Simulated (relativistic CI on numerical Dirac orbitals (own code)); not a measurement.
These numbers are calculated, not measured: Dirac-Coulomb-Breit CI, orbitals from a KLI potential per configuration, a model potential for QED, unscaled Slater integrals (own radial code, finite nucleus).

The strongest absorption lines from the ground level of an ion, among the configurations computed and to levels below about 1630 eV (vacuum wavelength in Å, gf): 24.486 (0.66), 24.873 (0.32), 26.399 (1.1), 35.208 (0.14), 37.886 (1.2), 38.146 (0.75), 38.500 (0.32), 38.586 (0.2).

Problem. Which ion is it?
A. Eu⁴³⁺
B. Pr³⁹⁺
C. Ho⁴⁷⁺
D. Lu⁵¹⁺

Solution. C. Ho⁴⁷⁺ has 20 electrons and the ground level 3s2 3p6 3d2 3F_2; the strongest line goes to 3s2 3p5 3d3 3G°_3. The pattern of lines fixes the number of electrons, and along that sequence the line energies rise steadily with the charge (about as its square where n changes within one kind of shell, about linearly where n is kept but much faster in heavy ions where fine structure, which grows about as Z⁴, sets the gap, and irregularly where shells cross), which fixes Z. Configurations outside the model, such as inner-shell arrays, can give stronger lines. At this charge energies of transitions that change n are usually good to better than 1 %, and those within a shell (Δn = 0) to a few per cent.

LS names give the leading component of a level, which can be under half, so a name can repeat, a term be missing and a line seem to break the LS rules.
